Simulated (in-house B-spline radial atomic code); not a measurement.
Results of a calculation; reference values are marked as such.
Making a Troullier-Martins d channel for Ru, r_c = 1.52 bohr

Ru, [Kr] 4d7 5s1, non-relativistic PBE, spherical and spin-unpolarised, from an all-electron radial atomic-structure program (B-spline basis) (atomic units). The all-electron 4d level is ε = -0.203047 hartree, its outermost node lies just inside 0.49 bohr and its outer maximum at 1.21 bohr.

Inside r_c the pseudo-orbital is u(r) = r^3 exp(p(r)), with p = c0 + c2 r² + c4 r⁴ + … + c12 r¹². The seven coefficients follow from p and its first four derivatives at r_c, from zero curvature of the screened potential at the origin, c4 = −c2²/(2l + 5), and from the norm inside r_c. At r_c the all-electron orbital has P = 0.7583311, P' = -0.3075935, the screened potential V = -1.795018, V' = 3.141491, V'' = -7.403384, and the norm inside is Q = 0.509681.

Question: What are p, p' and p'' at r_c?

Answer: p = ln(P/r_c^3) = ln(0.7583311/3.51181) = -1.53277. p' = P'/P − 3/r_c = -0.40562 − 1.97368 = -2.37930. The radial equation gives p'' = 2(V − ε) − 2(3) p'/r_c − p'² = -3.18394 − (-9.39199) − 5.66108 = 0.54696. Differentiating, p''' = 2V' + 2(3)p'/r_c² − 2(3)p''/r_c − 2p'p'' = 0.54776, and p'''' = 2V'' − 4(3)p'/r_c³ + 4(3)p''/r_c² − 2(3)p'''/r_c − 2p''² − 2p'p''' = -3.9897.

For a trial c2 the five matching conditions are linear in c0, c6, c8, c10 and c12, and c2 is varied until the norm inside r_c equals Q. The root nearest zero gives:

| n | c_n |
| --- | --- |
| 0 | 1.13142 |
| 2 | -1.398841 |
| 4 | -0.2174174 |
| 6 | 0.3620522 |
| 8 | -0.1552819 |
| 10 | 0.0315741 |
| 12 | -0.002569939 |

Question: Check c4 and p(r_c), and find the screened pseudopotential at the origin.

Answer: −c2²/9 = -0.217417, as listed. The terms c_n r_c^n are 1.13142, -3.23188, -1.16056, 4.46512, -4.42456, 2.07858, -0.39088, which sum to -1.53277. Inverting the radial equation, V_l(r) = ε + 3 p'/r + (p'' + p'²)/2, so V_l(0) = ε + (2l + 3) c2 = -0.203047 + 7 × (-1.39884) = -9.9949 hartree, finite where the all-electron potential diverges.

Orbitals and screened potentials:

```tsv
r (bohr)	P	u	V all-electron	V pseudo
0.152	-0.2934	0.01054	-164.7	-9.987
0.38	-0.2318	0.1385	-36.91	-9.735
0.608	0.2849	0.4096	-15.03	-8.642
0.836	0.6478	0.6715	-7.782	-6.585
1.064	0.798	0.8016	-4.485	-4.329
1.292	0.8113	0.8115	-2.753	-2.72
1.52	0.7583	0.7583	-1.795	-1.795
```

Logarithmic derivatives P'/P at R = 1.82 bohr, for energies E around ε:

```tsv
E − ε (hartree)	all-electron	pseudo
-0.5	0.499104	0.498883
-0.25	0.0670814	0.0669871
-0.1	-0.274325	-0.274353
0	-0.555302	-0.555311
0.1	-0.897918	-0.897962
0.25	-1.59113	-1.59148
0.5	-3.8512	-3.8553
```

Question: With P(R) = 0.6544174 and a norm of 0.6602115 inside R, what slope in energy does norm conservation fix?

Answer: d(P'/P)/dE = −2 × (norm inside R)/P(R)² = -3.0832 per hartree·bohr at E = ε, for both atoms, since orbital and norm agree at R. Differences over ±0.1 hartree give -3.1180 (all-electron) and -3.1180 (pseudo), which also hold third-order terms. Half a hartree below ε the two curves differ by -0.0002.
